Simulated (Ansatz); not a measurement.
Species: C$_{5}$H$_{8}$Se, charge 0, multiplicity 1. 
Structure (B3LYP-D3(BJ)/def2-TZVP (Ansatz, a quantum-chemistry and plane-wave program) minimum search):
SMILES: C=CC[Se]C=C
```xyz
14

C     -3.1712    -0.8995     0.7325
C     -2.3413    -0.3736    -0.1608
C     -1.2214     0.5424     0.1779
Se     0.5115    -0.3987    -0.0970
C      1.6036     1.1455    -0.3450
C      2.8930     1.2019    -0.0368
H     -3.0807    -0.6758     1.7893
H     -3.9690    -1.5687     0.4389
H     -2.4472    -0.6282    -1.2108
H     -1.2679     0.8797     1.2107
H     -1.1915     1.4052    -0.4876
H      1.1011     1.9796    -0.8226
H      3.4086     0.3827     0.4487
H      3.4787     2.0812    -0.2751
```
Charge 0, spin multiplicity 1.

Basis-set convergence of Hartree-Fock and CCSD correlation energies (hartree) with Ansatz. Correlated levels leave the core frozen unless marked. No spin-orbit coupling. Frozen are the shells of the preceding noble gas and the d and f shells that filled before the atom's block. Non-relativistic.

```json
[
 {"basis": "cc-pVDZ", "functions": "137", "E(HF)": "-2593.76508", "E(corr, CCSD)": "-0.85896"},
 {"basis": "cc-pVTZ", "functions": "305", "E(HF)": "-2593.89725", "E(corr, CCSD)": "-1.03053"},
 {"basis": "cc-pVQZ", "functions": "583", "E(HF)": "-2593.91299", "E(corr, CCSD)": "-1.08371"}
]
```

Extrapolating the two largest sets (X = 3 and 4) as X^-3: E(corr) = (64·(-1.08371) - 27·(-1.03053))/37 = -1.1225 Eh, an estimate of the basis-set limit. The largest set recovers 96.5 % of it, the smallest 76.5 %.
